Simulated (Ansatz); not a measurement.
**Forces away from equilibrium**

SiHCl2F (SMILES F[SiH](Cl)Cl), singlet, displaced at random from its PBE0-D4/def2-TZVP minimum.

```xyz
5
angstrom
F -0.0230 -0.6393 1.4628
Si 0.1474 -0.0389 -0.0177
Cl -0.5463 1.8196 0.1810
Cl -1.1327 -1.1307 -1.2054
H 1.4683 -0.2877 -0.3886
```

Ansatz 0.2.0; basis: def2-TZVPP; cores frozen in the correlated methods.

CCSD(T) forces from the calculation:
```tsv
atom	Fx	Fy	Fz (eV/Å)
F1	0.263	0.068	-0.556
Si2	-2.237	-1.339	1.343
Cl3	0.114	0.796	-0.294
Cl4	0.419	0.318	0.103
H5	1.441	0.157	-0.596
```

Which atom feels the largest CCSD(T) force, and how large is it?

Si2, 2.93 eV/Å, along (-0.76, -0.46, 0.46).

Root-mean-square difference of the force components from those of CCSD(T): PBE-D4 0.251; r2SCAN-D4 0.045; PBE0-D4 0.067; wB97M-V 0.074 eV/Å.

T1 diagnostic: at most 0.011. These are differences at one structure, and CCSD(T) in triple zeta is itself an approximation.

For scale, one of the runs: CCSD(T)/def2-TZVPP forces, 171 basis functions (an equivalent command: `ansatz run in.yaml --threads 4`). The run took 61 s on 4 CPU threads (shared host), with 2.7 GiB of host memory at its peak.
